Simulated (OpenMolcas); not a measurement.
# 2s² 2p along the 5-electron sequence

```
Program             : OpenMolcas 26.06
Method              : MS-CASPT2, IPEA 0.25 Eh, imaginary shift 0.1 Eh
Basis               : ANO-R2
Scalar Hamiltonian  : X2C, finite nucleus
Spin-orbit coupling : RASSI with atomic mean-field integrals over the reference wave functions, term energies averaged over their components
```

Active space for each ion: 3 electrons in 4 orbitals (2s 2p); closed shells correlated by CASPT2: 1s.

Computed levels in cm-1 above ²P°_1/2:

```tsv
Level	C+	N2+	O3+
²P°_3/2	57.0	158	353
weight of ²P° in the lowest level (%)	100	100	100
```

Measured, with the error of the calculation in %. Measured levels: C+ from NIST Handbook of Basic Atomic Spectroscopic Data; N2+ from Moore, Selected Tables of Atomic Spectra, NSRDS-NBS 3, section 5; O3+ from Moore, Selected Tables of Atomic Spectra, NSRDS-NBS 3, section 10.

| Level | C+ | N2+ | O3+ |
| --- | --- | --- | --- |
| ²P°_3/2 | 63.4 (-10.0) | 174 (-9.2) | 386 (-8.6) |

The fine-structure level ²P°_3/2 changes by a factor of 6.19 from C+ to O3+. Its fourth root runs 2.75, 3.55, 4.33, with steps per unit of Z of 0.80, 0.79; equal steps would mean a (Z - σ)^4 law with constant σ.

Measured partners are found by configuration, term and J. A level has none where our copy of the source lacks it or the pairing is in doubt (some pairs that miss far off the trend of their configuration count as doubtful), and it then counts in no deviation. Only configurations of the active space appear.

° marks odd parity.
